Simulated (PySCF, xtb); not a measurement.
Si(Br)(OH)(OEt)2 (C₄H₁₁BrO₃Si), SMILES CCO[Si](OCC)(Br)O. Other conformers were not sampled.

Harmonic wavenumbers (cm⁻¹) from GFN2-xTB (xtb) at its own minimum, in rising order: 21, 31, 55, 59, 91, 129, 169, 182, 209, 220, 241, 261, 291, 325, 365, 443, 463, 738, 795, 830, 835, 847, 934, 995, 1026, 1096, 1102, 1146, 1151, 1157, 1177, 1265, 1267, 1341, 1350, 1401, 1403, 1475, 1475, 1483, 1483, 1490, 1493, 2905, 2910, 2941, 2950, 3044, 3044, 3047, 3047, 3049, 3051, 3683.

What does B3LYP-D3(BJ)/def2-SVP run with PySCF give at its own minimum? (An estimate is asked for; the answer gives what the named calculation found.)

20, 28, 59, 66, 102, 136, 151, 210, 244, 251, 264, 287, 299, 357, 389, 458, 465, 726, 779, 815, 816, 840, 929, 976, 1000, 1105, 1117, 1147, 1161, 1174, 1195, 1308, 1316, 1383, 1385, 1418, 1424, 1455, 1457, 1475, 1477, 1503, 1503, 3013, 3023, 3036, 3037, 3059, 3082, 3122, 3124, 3128, 3135, 3881. Paired by order, the mean absolute difference is 32 cm⁻¹ and the zero-point energies are 97.2 and 99.1 kcal/mol.
